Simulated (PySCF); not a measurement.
**How exact exchange moves a shielding**

Molecule: SMILES [BH2-]([NH2+]C)N, CH9BN2.

Bonds (- single, = double, # triple, : aromatic): C1-N2 1.459 Å, N2-B3 1.677 Å, B3-N4 1.493 Å. C1 carries H5, H6, H7; N2 carries H8, H9; B3 carries H10, H11; N4 carries H12, H13. Formal charges: N2 +1, B3 -1.

GIAO shieldings (ppm, equivalent atoms averaged) in PySCF 2.14.0 with density-fitted response routines on the PBE0-D3(BJ)/def2-SVP geometry, basis pcSseg-2, gas phase, non-relativistic:

```tsv
functional	exact exchange (%)	σ(N4)	σ(B3)
BLYP	0	228.4	98.8
BP86	0	232.9	102.3
PBE	0	232.7	101.8
PBE0	25	240.2	106.9
mPW1PW91	25	239.7	106.8
BHandHLYP	50	241.8	108.8
HF	100	250.1	117.8
```

**Question.** Fit each shielding as a line in the percentage of exact exchange.

**Answer.** σ(N4) = 232.6 + 0.19 x (rms 2.2 ppm); σ(B3) = 101.4 + 0.17 x (rms 1.3 ppm). The functionals also differ in their semilocal parts, which the line can't hold; Hartree–Fock has no correlation at all.

**Question.** What does the line predict for B3LYP (20 %), and what does the run give?

**Answer.** σ(N4): 236.4 predicted, 234.9 computed; σ(B3): 104.8 predicted, 103.1 computed ppm.
